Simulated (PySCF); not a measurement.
Isomers of C5H13BSSi, from PySCF 2.14.0, PBE0-D3(BJ)/def2-SVP geometry optimisation, gas phase. One conformer each, no zero-point energy, no frequencies.

**Question.** Which is lower in electronic energy at this level?
A. `[SiH3:1][S:2][B:3]1[CH2:4][CH2:5][CH2:6][CH2:7][CH2:8]1` with Si1–S2–B3–C4 175°, S2–B3–C4–C5 153°, B3–C4–C5–C6 45°, C4–C5–C6–C7 -59°, C5–C6–C7–C8 59°: A = 2836, B = 772.2, C = 631.2 MHz, dipole 1.35 D
B. `[SiH3:1][S:2][C@@H:3]1[BH:4][CH2:5][CH2:6][CH2:7][CH2:8]1` with Si1–S2–C3–B4 59°, S2–C3–B4–C5 -156°, C3–B4–C5–C6 21°, B4–C5–C6–C7 -38°, C5–C6–C7–C8 60°: A = 2382, B = 863.7, C = 809.9 MHz, dipole 2.00 D

**Answer.** A. That is `C1CCB(S[SiH3])CC1`, 34.8 kcal/mol below the other.

| SMILES | mapped SMILES | E (Eh) | relative (kcal/mol) | relative (kJ/mol) | dipole (D) |
| --- | --- | --- | --- | --- | --- |
| [SiH3]SB1CCCCC1 | [SiH3:1][S:2][B:3]1[CH2:4][CH2:5][CH2:6][CH2:7][CH2:8]1 | -910.06920 | 0.0 | 0.0 | 1.35 |
| [SiH3]S[C@@H]1BCCCC1 | [SiH3:1][S:2][C@@H:3]1[BH:4][CH2:5][CH2:6][CH2:7][CH2:8]1 | -910.01370 | 34.8 | 145.7 | 2.00 |
